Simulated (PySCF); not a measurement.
H₄HfO₄, multiplicity 1. Atoms are numbered in the order given.

```xyz
9

Hf     0.0000     0.0000     0.0000
O      1.1204     1.1204    -1.1204
H      1.6722     1.6722    -1.6722
O     -1.1204     1.1204     1.1204
H     -1.6722     1.6722     1.6722
O     -1.1204    -1.1204    -1.1204
H     -1.6722    -1.6722    -1.6722
O      1.1204    -1.1204     1.1204
H      1.6722    -1.6722     1.6722
```

The structure is a stationary point at B3LYP-D3(BJ)/def2-SVP. The multiplicity is an assumed one; no other spin state was optimised. The isomer is the one that the SMILES or the coordinates give; other isomers of the formula were not compared. The def2 effective core potentials stand for the cores of Hf; spin–orbit coupling is left out. Other conformers were not sampled.

Level of theory: TDA-PBE/def2-SVPD (PySCF).

Vertical excitations; the highest root listed may be one member of a degenerate set. Isolated molecule, no solvent. State labels are in the subgroup D2.

| state | symmetry | energy (eV) | λ (nm) | f | main pairs |
|---|---|---|---|---|---|
| S1 | B1 | 6.15 | 202 | 0.000 | HOMO−2→LUMO (degenerate set) |
| S2 | B3 | 6.15 | 202 | 0.000 | HOMO→LUMO (degenerate set) |
| S3 | B2 | 6.15 | 202 | 0.000 | HOMO−1→LUMO (degenerate set) |
| S4 | B3 | 6.73 | 184 | 0.035 | HOMO−3→LUMO (degenerate set) |
| S5 | B1 | 6.73 | 184 | 0.035 | HOMO−5→LUMO (degenerate set) |
| S6 | B2 | 6.73 | 184 | 0.035 | HOMO−4→LUMO (degenerate set) |
| S7 | A | 6.94 | 179 | 0.000 | HOMO→LUMO+1 33 %, HOMO−2→LUMO+2 33 %, HOMO−1→LUMO+3 33 % |
| S8 | B2 | 6.95 | 178 | 0.000 | HOMO−2→LUMO+1, HOMO→LUMO+2 (degenerate set) |
| S9 | B1 | 6.95 | 178 | 0.000 | HOMO−1→LUMO+1, HOMO→LUMO+3 (degenerate set) |
| S10 | B3 | 6.95 | 178 | 0.000 | HOMO−2→LUMO+3, HOMO−1→LUMO+2 (degenerate set) |
| T1 | B1 | 6.04 | 205 | 0 | HOMO−2→LUMO (degenerate set) |
| T2 | B3 | 6.04 | 205 | 0 | HOMO→LUMO (degenerate set) |
| T3 | B2 | 6.04 | 205 | 0 | HOMO−1→LUMO (degenerate set) |
| T4 | B3 | 6.56 | 189 | 0 | HOMO−3→LUMO 95 % |
Triplets are in the Tamm–Dancoff approximation.
